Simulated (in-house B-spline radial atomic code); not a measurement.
Configurations of Be, with energies counted from [He] 2s2. Method: non-relativistic BHandHLYP, spin-polarised, spherical fractional occupations, point nucleus. Calculated with an all-electron radial atomic-structure program (B-spline basis). Caution: exact exchange at fractional occupations of open shells leaves self-interaction of up to several eV. Shells without spins written out take the highest spin.

Occupations are held fixed; configurations that lie above the ionisation limit could autoionise.

```csv
configuration,E - E(ref) (eV),highest orbital,its <r> (bohr)
"[He] 2s(0 up, 1 down) 2p(1 up, 0 down)",4.6832,2p up,3.658
"[He] 2s(0 up, 1 down) 3s(0 up, 1 down)",6.1786,3s down,7.52
[He] 2s1 3d1,7.8254,3d up,12.04
```

**Question.** Order these further configurations by energy, lowest first.
A. [He] 2s(1 up, 0 down) 3d(0 up, 1 down)
B. [He] 2s(0 up, 1 down) 3p(0 up, 1 down)
C. [He] 2s1 2p1

**Answer.** C (3.8167 eV), B (7.2729 eV), A (7.8143 eV).
